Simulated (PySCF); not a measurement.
AlCl₂H (calculated)

Computed with PySCF 2.14.0. Calculation on a computer-drawn molecule: vertical ionisation energy to the stated ion spin, frozen-core CCSD(T) at the basis limit and cheaper methods, single-reference cases, UHF for radicals, no spin-orbit; all values are single points at the evaluated structure, the first of each entry, which is the reference or a displaced copy of it and isn't optimised; the reference structure only sets the zero of the energies above reference; triples share is (T) over the correlation energy.

AlCl₂H

Evaluated structure:
```xyz
4
AlCl2H
Cl    -0.4609    -0.7653     1.6794
Al    -1.6455    -0.3506     0.0555
Cl    -3.5056     0.6662     0.5226
H     -1.3446    -0.6647    -1.4497
```

Reference structure:
```xyz
4
AlCl2H
Cl    -0.4042    -0.7903     1.6049
Al    -1.7191    -0.3498     0.0329
Cl    -3.5124     0.6390     0.4804
H     -1.3723    -0.7468    -1.4289
```

Settings of this run: charge 0, multiplicity 1, ion multiplicity 2, diffuse functions no, basis cc-pV(n+d)Z, reference is the Hartree-Fock double-zeta minimum, best is HF at quadruple zeta + MP2 correlation extrapolated from triple and quadruple zeta + CCSD(T) minus MP2 at triple zeta and basis step is the size of the change from the same recipe one zeta lower.

Results for AlCl₂H: ionisation energy best 11.86 eV; ionisation energy basis step 0.6242 eV; energy above reference best 1.722 kcal/mol; energy above reference basis step 0.07797 kcal/mol; ionisation energy Koopmans at triple zeta 12.36 eV; ionisation energy EOM CCSD at triple zeta 11.76 eV; total energy HF triple zeta -1161.6990 hartree; total energy CCSD(T) triple zeta -1162.2076 hartree; total energy best -1162.2958 hartree; T1 diagnostic at triple zeta 0.008487; D1 diagnostic at triple zeta 0.02182; ion T1 diagnostic at triple zeta 0.02621; ion D1 diagnostic at triple zeta 0.1426; ion spin squared at triple zeta 0.761; triples share at triple zeta 0.03868; basis functions triple zeta 131; dipole magnitude HF at triple zeta 1.714 debye; dipole magnitude CCSD unrelaxed at triple zeta 1.54 debye; dipole magnitude PBE at triple zeta 1.43 debye; dipole magnitude r2SCAN at triple zeta 1.491 debye; dipole magnitude B3LYP at triple zeta 1.525 debye; dipole magnitude wB97X at triple zeta 1.614 debye.

Drawn bonds:
| atom | other atom | order |
| --- | --- | --- |
| 1 | 2 | 1 |
| 2 | 3 | 1 |
| 2 | 4 | 1 |

Triple zeta:
| method | ionisation energy (eV) | energy above reference (kcal/mol) |
| --- | --- | --- |
| HF | 10.69 | 1.815 |
| PBE | 11.01 | 1.468 |
| r2SCAN | 11.26 | 1.686 |
| B3LYP | 11.36 | 1.63 |
| wB97X | 11.73 | 1.738 |
| MP2 | 11.83 | 1.745 |
| CCSD | 11.6 | 1.736 |
| CCSD(T) | 11.64 | 1.702 |
